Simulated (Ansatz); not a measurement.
Gas-phase electronic energies from Ansatz, PBE0-D4/def2-TZVP geometries. CCSD(T)/CBS adds triple-zeta CCSD(T) − MP2 to the extrapolated MP2 energy (def2 sets, frozen cores). DFT in def2-TZVPP. B3LYP here is the variant with VWN-RPA as its local correlation; programs differ in this. Each species was taken in one conformer, which may not be the lowest.

Consider the redistribution: `C=CBB(C)F` + `BN=C` → `BBC=C` + `C=NB(C)F`.

```
             level  ΔE (kJ/mol)  difference from CCSD(T)/CBS
            PBE-D4         30.1                          8.6
         r2SCAN-D4         23.5                          2.0
           PBE0-D4         23.9                          2.4
          B3LYP-D4         24.2                          2.7
           ωB97X-V         19.9                         -1.6
           ωB97M-V         20.8                         -0.7
            B2PLYP         23.1                          1.6
               PBE         30.3                          8.8
            r2SCAN         23.4                          1.9
              PBE0         23.9                          2.4
             B3LYP         24.5                          3.0
     HF/def2-TZVPP          7.1                        -14.4
    MP2/def2-TZVPP         21.2                         -0.3
SCS-MP2/def2-TZVPP         19.6                         -1.9
   CCSD/def2-TZVPP         19.1                         -2.4
CCSD(T)/def2-TZVPP         22.1                          0.6
     HF/def2-QZVPP          7.1                        -14.4
    MP2/def2-QZVPP         20.9                         -0.6
SCS-MP2/def2-QZVPP         19.2                         -2.3
      HF/CBS(def2)          7.1                        -14.4
     MP2/CBS(def2)         20.6                         -0.9
    CCSD/CBS(def2)         18.5                         -3.0
       CCSD(T)/CBS         21.5                            0
```

Largest T1 diagnostic among the species: 0.016.

In def2-TZVPP, CCSD(T) changes the Hartree–Fock value by +15.0 kJ/mol (the triples alone add +3.0 kJ/mol) and MP2 by +14.1 kJ/mol. From PBE to PBE0 (25 % exact exchange), in def2-TZVPP and without D4, ΔE moves by −6.3 kJ/mol.
